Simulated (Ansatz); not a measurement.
Reactions of C₃H₆FNSi, SMILES `C[Si](C)(F)C#N`.

Gas-phase electronic energies from Ansatz, PBE0-D4/def2-TZVP geometries. CCSD(T)/CBS adds triple-zeta CCSD(T) − MP2 to the extrapolated MP2 energy (def2 sets, frozen cores). This one scheme is used for every species. Functionals use def2-TZVPP. Elements past krypton have def2 core potentials. For Ge, I outer-core shells are correlated without core-valence functions, which leaves a few kJ/mol of doubt a bond. Scalar relativity is left out up to krypton. One conformer a species, not always the lowest.

```json
{"reaction": "`C[Si](C)(F)C#N` + CH₄ → `C[Si](C)(C)F` + `C#N`", "RPA@PBE/def2-TZVPP (kcal/mol)": "11.9", "PBE-D4 (kcal/mol)": "11.8", "B97M-V (kcal/mol)": "13.1", "CCSD(T)/CBS(def2) (kcal/mol)": "11.6"}
{"reaction": "`C[Si](C)(F)C#N` + `CB(O)S` → `CSB(C)O` + `C[SiH](F)C#N`", "RPA@PBE/def2-TZVPP (kcal/mol)": "15.4", "PBE-D4 (kcal/mol)": "15.8", "B97M-V (kcal/mol)": "17.3", "CCSD(T)/CBS(def2) (kcal/mol)": "16.1"}
{"reaction": "`C[Si](C)(F)C#N` + `N=S=O` → `CN=S=O` + `C[SiH](F)C#N`", "RPA@PBE/def2-TZVPP (kcal/mol)": "16.0", "PBE-D4 (kcal/mol)": "16.2", "B97M-V (kcal/mol)": "17.6", "CCSD(T)/CBS(def2) (kcal/mol)": "17.2"}
{"reaction": "`C[Si](C)(F)C#N` + HI → `CI` + `C[SiH](F)C#N`", "RPA@PBE/def2-TZVPP (kcal/mol)": "13.4", "PBE-D4 (kcal/mol)": "14.7", "B97M-V (kcal/mol)": "16.5", "CCSD(T)/CBS(def2) (kcal/mol)": "13.8"}
{"reaction": "`C[Si](C)(F)C#N` + `[OH][GeH]([OH])[Cl]` → `C[O][GeH]([OH])[Cl]` + `C[SiH](F)C#N`", "RPA@PBE/def2-TZVPP (kcal/mol)": "23.9", "PBE-D4 (kcal/mol)": "26.9", "B97M-V (kcal/mol)": "27.5", "CCSD(T)/CBS(def2) (kcal/mol)": "27.1"}
```

Largest T1 diagnostic: 0.020, for `N=S=O`.
